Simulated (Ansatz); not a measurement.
Species: YCl2, charge 0, multiplicity 2. The spin state was set by rule; other spins were not relaxed. 
Geometry from a B3LYP-D3(BJ)/def2-TZVP (Ansatz, a quantum-chemistry and plane-wave program) optimisation:
```
Y
Cl 1 2.4388
Cl 1 2.4388 2 125.83
```
Charge 0, spin multiplicity 2.

Total electronic energies in hartree. Correlated levels leave the core frozen unless marked. UHF or UKS for open shells. Spin-orbit coupling is left out. The frozen core is the preceding noble-gas configuration, with the filled d and f shells of earlier blocks. Past Kr the def2 sets carry scalar-relativistic core potentials. CBS(X,Y): correlation extrapolated as X^-3; Hartree-Fock from the larger set. [CCSD(T)-MP2]/basis is that difference in the basis named.

```csv
level,program,energy (Eh)
BLYP/def2-TZVPD,Ansatz,-958.85891
B3LYP-D4/def2-TZVPD,Ansatz + dftd4,-958.94495
PBE0/def2-SVP,Ansatz,-958.25962
BHLYP/def2-TZVPD,Ansatz,-958.82590
r2SCANh-D4/def2-TZVPD,Ansatz + dftd4,-958.83828
HSE06-D3(BJ)/def2-TZVPD,Ansatz + dftd3,-958.56735
wB97M-V/def2-TZVPD,Ansatz,-958.77422
B2PLYP-D4/def2-TZVPD,Ansatz + dftd4,-958.49853
MP2/def2-SVP,Ansatz,-957.06731
MP2/def2-TZVPPD,Ansatz,-957.51157
"RI-MP2/CBS(def2-TZVPP,def2-QZVPP)",Ansatz,-957.6098
CCSD/def2-TZVPP,Ansatz,-957.54070
CCSD(T)/def2-SVPD,Ansatz,-957.14250
"RI-MP2/CBS(def2-TZVPP,def2-QZVPP)+[CCSD(T)-MP2]/def2-TZVPP",Ansatz,-957.6617
"RI-MP2/CBS(def2-TZVPPD,def2-QZVPPD)+[CCSD(T)-MP2]/def2-TZVPPD",Ansatz,-957.6611
```

Totals of different functionals don't rank their quality; only differences between species are comparable.
